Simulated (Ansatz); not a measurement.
Ansatz (a program for electronic structure) input (B3LYP-D3(BJ)/def2-TZVP):

Ansatz 0.2 input:
```yaml
crystal:
  periodic: [false, false, false]
  atoms:
    - {symbol: Sn, position_ang: [-0.00320074, 0.00045965, -0.03349655]}
    - {symbol: H, position_ang: [0.08911333, -1.51299313, 0.81594046]}
    - {symbol: H, position_ang: [0.07092378, 1.49001039, 0.85888713]}
basis:
  gaussian:
    orbitals: def2-TZVP
hamiltonian:
  xc: b3lyp
  dispersion: d3bj
total_charge: 1
magnetization: {spin_polarized: true, initial_magnetization: 1}
phonons: {temperatures: {t_min: 298.15, t_max: 298.15, t_step: 100}}
```

Output:

```
Functional definition: B3LYP
integrals: 0.01 GiB planned
520 factors; their error is unknown
mean field: 0.16 GiB planned
mean field evaluation 1: about -5855.5169 eV, gradient 1.1e1 eV
mean field evaluation 2: about -5855.9485 eV, gradient 9.3e0 eV
mean field evaluation 4: about -5856.3382 eV, gradient 2.3e-1 eV
mean field evaluation 8: about -5856.4015 eV, gradient 1.1e-2 eV
mean field -5856.40151417 eV, -215.2187860344 hartree, gradient 5.7e-5 eV, S^2 0.754235; 0 other end points of the search recorded, 0 dependent functions left out
the calculation of the forces begins
reference -5856.40171824 eV, -215.2187935335 hartree; 12, 11 occupied and 50, 51 virtual orbitals, 520 factors
these checks for a lower state are left out or cut short: stability, starts, cluster_reference, orbital_swaps, neighbouring_geometries, increment
integrals: 0.01 GiB planned
520 factors; their error is unknown
mean field: 0.16 GiB planned
mean field evaluation 16: about -5856.4015 eV, gradient 9.1e-2 eV
mean field -5856.40149073 eV, -215.2187851729 hartree, gradient 1.4e-6 eV, S^2 0.754218; 0 other end points of the search recorded, 0 dependent functions left out
the calculation of the forces begins
reference -5856.40169479 eV, -215.2187926718 hartree; 12, 11 occupied and 50, 51 virtual orbitals, 520 factors
these checks for a lower state are left out or cut short: stability, starts, cluster_reference, orbital_swaps, neighbouring_geometries, increment
integrals: 0.01 GiB planned
520 factors; their error is unknown
mean field: 0.16 GiB planned
mean field -5856.40148466 eV, -215.2187849499 hartree, gradient 1.3e-6 eV, S^2 0.754253; 0 other end points of the search recorded, 0 dependent functions left out
the calculation of the forces begins
reference -5856.40168873 eV, -215.2187924493 hartree; 12, 11 occupied and 50, 51 virtual orbitals, 520 factors
these checks for a lower state are left out or cut short: stability, starts, cluster_reference, orbital_swaps, neighbouring_geometries, increment
integrals: 0.01 GiB planned
520 factors; their error is unknown
mean field: 0.16 GiB planned
mean field evaluation 32: about -5856.4015 eV, gradient 7.6e-5 eV
mean field -5856.40150129 eV, -215.2187855609 hartree, gradient 3.0e-6 eV, S^2 0.754251; 0 other end points of the search recorded, 0 dependent functions left out
the calculation of the forces begins
reference -5856.40170536 eV, -215.2187930602 hartree; 12, 11 occupied and 50, 51 virtual orbitals, 520 factors
these checks for a lower state are left out or cut short: stability, starts, cluster_reference, orbital_swaps, neighbouring_geometries, increment
integrals: 0.01 GiB planned
520 factors; their error is unknown
mean field: 0.16 GiB planned
mean field -5856.40150665 eV, -215.2187857580 hartree, gradient 2.5e-6 eV, S^2 0.754220; 0 other end points of the search recorded, 0 dependent functions left out
the calculation of the forces begins
reference -5856.40171071 eV, -215.2187932569 hartree; 12, 11 occupied and 50, 51 virtual orbitals, 520 factors
these checks for a lower state are left out or cut short: stability, starts, cluster_reference, orbital_swaps, neighbouring_geometries, increment
integrals: 0.01 GiB planned
520 factors; their error is unknown
mean field: 0.16 GiB planned
mean field -5856.40150015 eV, -215.2187855190 hartree, gradient 1.6e-6 eV, S^2 0.754250; 0 other end points of the search recorded, 0 dependent functions left out
the calculation of the forces begins
reference -5856.40170423 eV, -215.2187930187 hartree; 12, 11 occupied and 50, 51 virtual orbitals, 520 factors
these checks for a lower state are left out or cut short: stability, starts, cluster_reference, orbital_swaps, neighbouring_geometries, increment
integrals: 0.01 GiB planned
520 factors; their error is unknown
mean field: 0.16 GiB planned
mean field -5856.40149991 eV, -215.2187855101 hartree, gradient 1.7e-6 eV, S^2 0.754221; 0 other end points of the search recorded, 0 dependent functions left out
the calculation of the forces begins
reference -5856.40170395 eV, -215.2187930086 hartree; 12, 11 occupied and 50, 51 virtual orbitals, 520 factors
Total energy: -5856.45405611 eV, -215.2207169151 hartree
Atom 0 at    -0.003201     0.000460    -0.033497 Å, force     0.000135    -0.000019     0.001418 eV/Å
Atom 1 at     0.089113    -1.512993     0.815940 Å, force    -0.000077     0.001457    -0.000688 eV/Å
Atom 2 at     0.070924     1.490010     0.858887 Å, force    -0.000059    -0.001437    -0.000730 eV/Å
Dipole moment:     0.002049    -0.000294     0.021442 e Å
Vibrations: 672.31 1722.66 1812.64 cm⁻¹, zero-point energy 0.260839 eV
```
